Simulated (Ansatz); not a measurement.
`NC#[C][GeH3]`, relaxed with RKS PBE0-D4/def2-TZVP in Ansatz 0.2.0 from a PBE-D4/def2-SVP geometry. The force threshold is 0.005 eV/Å; the program also tests the step.

The species carries charge 0 and has multiplicity 1.

Start:

```xyz
9

N     2.400   -0.586    0.372
C     1.108   -0.268    0.173
C    -0.078   -0.005   -0.053
Ge   -1.893    0.384   -0.415
H     3.073    0.179    0.269
H     2.600   -1.174    1.186
H    -2.172    1.896   -0.204
H    -2.251    0.012   -1.878
H    -2.787   -0.438    0.549
```

| step | energy (eV) | largest force (eV/Å) | largest move (Å) |
| --- | --- | --- | --- |
| 1 | -60151.5601 | 1.832 | 0.000 |
| 2 | -60151.6080 | 0.170 | 0.037 |
| 3 | -60151.6089 | 0.030 | 0.004 |
| 4 | -60151.6090 | 0.039 | 0.002 |
| 5 | -60151.6090 | 0.010 | 0.001 |
| 6 | -60151.6090 | 0.004 | 0.006 |

End:

```xyz
9

N     2.378   -0.579    0.369
C     1.093   -0.264    0.167
C    -0.069   -0.008   -0.059
Ge   -1.878    0.379   -0.413
H     3.035    0.180    0.273
H     2.565   -1.160    1.172
H    -2.137    1.878   -0.198
H    -2.233    0.009   -1.862
H    -2.755   -0.436    0.550
```

It took 29 s on 2 threads of an Arm Neoverse V1 on a shared host, with 0.38 GiB of host memory at the peak.
